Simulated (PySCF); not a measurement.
Compound: C3H11NSi (charge +1 and doublet state).
Cartesian coordinates in Å at the GFN2-xTB level; atoms count from 1:
```
atom  x, y, z in Å
C1    -1.6058    1.0607   -0.2922
C2    -0.4829    0.2215    0.2756
C3    -0.8679   -1.2861    0.3395
N4     0.7337    0.3815   -0.4177
Si5    2.3648   -0.0979    0.0450
H6    -1.3394    2.1167   -0.2802
H7    -1.8257    0.7828   -1.3225
H8    -2.5129    0.9290    0.2905
H9    -0.3019    0.4866    1.3317
H10   -1.7638   -1.3938    0.9432
H11   -0.0671   -1.8735    0.7781
H12   -1.0621   -1.6414   -0.6692
H13    0.6196    0.8308   -1.3208
H14    2.7521   -1.0215   -1.0296
H15    2.2523   -0.6559    1.3849
H16    3.0995    1.1694   -0.0678
```

The hyperfine couplings belong to this conformer and change with its torsions.

The species is `CC(C)[NH+][SiH3]` [radical] (charge +1).

Theory: UKS B3LYP, pcH-1 on C H N Si, non-relativistic, mean-field spin-orbit, GIAO (PySCF 2.14.0). The structure is a single GFN2-xTB conformer in the gas phase; no vibrational or solvent corrections. A GFN2-xTB geometry isn't a minimum of the functional, and hyperfine couplings can be far from their values at a DFT geometry, by a factor of two or more for some ions and for spin on atoms past the first row. No stability test was run, so a lower SCF solution isn't excluded.

(1) Predict the first-order ENDOR lines of N4, H9, H14/H15/H16, H13 and H6 (×6) under fast tumbling at B = 339.7 mT (X band).

(2) Which pairs are centred on the nuclear Larmor frequency, and which on half the coupling?

(3) At what field would the lower line of N4 fall to zero frequency?

Answers

(1) ν± = |νn ± a/2|, one line for each electron-spin manifold; νn = |g_N| × 7.62259 MHz/T × B.

| nuclei | isotope | g_N | νn (MHz) | a_iso (MHz) | lower line (MHz) | upper line (MHz) |
| --- | --- | --- | --- | --- | --- | --- |
| N4 | 14N | 0.4038 | 1.05 | 31.45 | 14.68 | 16.77 |
| H9 | 1H | 5.5857 | 14.46 | 162.45 | 66.76 | 95.69 |
| H14/H15/H16 | 1H | 5.5857 | 14.46 | 77.85 | 24.46 | 53.39 |
| H13 | 1H | 5.5857 | 14.46 | -54.14 | 12.61 | 41.53 |
| H6 (×6) | 1H | 5.5857 | 14.46 | 4.14 | 12.39 | 16.54 |

(2) Centred on νn, since |a| < 2νn: H6 (×6). Centred on |a|/2 and split by 2νn: N4, H9, H14/H15/H16 and H13.

(3) Where νn = |a|/2, that is B = 15.72 MHz/(0.4038 × 7.62259 MHz/T) = 5110 mT, as far as first order holds there.

Class means assume fast exchange of nuclei equivalent by connectivity; if that motion is slow, each nucleus keeps its own coupling. The three 1H nuclei of mean +77.8 MHz run from -2.9 to 118.8 MHz in the frozen geometry. The six 1H nuclei of mean +4.1 MHz run from -8.8 to 24.9 MHz in the frozen geometry.

On one thread of an Arm Neoverse V1, shared host, this took 58 s of wall time (grids of density and orbitals included) and 0.88 GiB of memory at its peak.
